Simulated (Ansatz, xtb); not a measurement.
Two structures of C2H2AlN

We compare a, `C=C=[N][Al]`, a singlet, with b, a singlet given by its coordinates. Both are isolated molecules in the gas phase, relaxed with PBE0-D3(BJ)/def2-SVP.

a (Å):

```xyz
6

C    -1.1337   -2.3625    1.2066
C    -0.3486   -1.3218    0.9843
Al    1.4489    1.0640    0.4724
N     0.3680   -0.3720    0.7814
H    -0.6986   -3.3440    1.3993
H    -2.2177   -2.2409    1.1980
```

b (Å):

```xyz
6

C    -0.9825   -1.8143    0.4956
C     0.2080   -1.6368    1.1897
Al   -1.2653    0.0779    1.4977
N    -2.0758   -1.4545    0.1735
H     0.3827   -2.2916    2.0510
H     1.1008   -1.4132    0.5948
```

Close contacts (Å): C1–C2 1.39, C1–Al3 2.16, C1–N4 1.20, C2–Al3 2.28, Al3–N4 2.18, C2–H5 1.10, C2–H6 1.10.

Quicker runs give these differences E(b) − E(a): GFN2-xTB +17.8 kcal/mol; HF/STO-3G +5.1 kcal/mol (at GFN2-xTB geometries); r2SCAN-D4/def2-SVP +7.8 kcal/mol (at GFN2-xTB geometries).

**Question.** Estimate E(b) − E(a) at the level CCSD(T)/def2-TZVPP.

**Answer.** Calculated at CCSD(T)/def2-TZVPP: E(b) − E(a) = +2.5 kcal/mol, so structure a lies lower.

The same difference at several levels:

```
               level              geometry  E(b) − E(a) (kcal/mol)  departure from the last row (kcal/mol)  job, with rough time for the two
            GFN2-xTB              GFN2-xTB                     +17.8                                   +15.3              optimisation, 0.16 s
           HF/STO-3G              GFN2-xTB                      +5.1                                    +2.6               single point, 0.2 s
  r2SCAN-D4/def2-SVP              GFN2-xTB                      +7.8                                    +5.3                 single point, 2 s
PBE0-D3(BJ)/def2-SVP  PBE0-D3(BJ)/def2-SVP                      +6.4                                    +3.9                optimisation, 13 s
       HF/def2-TZVPP  PBE0-D3(BJ)/def2-SVP                     +12.0                                    +9.5           part of the CCSD(T) run
      MP2/def2-TZVPP  PBE0-D3(BJ)/def2-SVP                      +0.2                                    −2.3           part of the CCSD(T) run
  CCSD(T)/def2-TZVPP  PBE0-D3(BJ)/def2-SVP                      +2.5                                                        single point, 37 s
```

MP2/def2-TZVPP finds them nearly level. The largest departure from CCSD(T)/def2-TZVPP is that of GFN2-xTB, 15.3 kcal/mol.

With harmonic frequencies from PBE0-D3(BJ)/def2-SVP (ideal gas, rigid rotor, one conformer each, 298.15 K, 1 atm): the zero-point term adds +0.5 kcal/mol; ΔH is +2.7 and ΔG +3.3 kcal/mol.

The correlated steps freeze 8 core orbitals. Mirror images aren't counted in ΔG. Programs: Ansatz 0.2.0, xtb 6.7.1; the last row on 2 threads of Arm Neoverse V1 on a shared host.
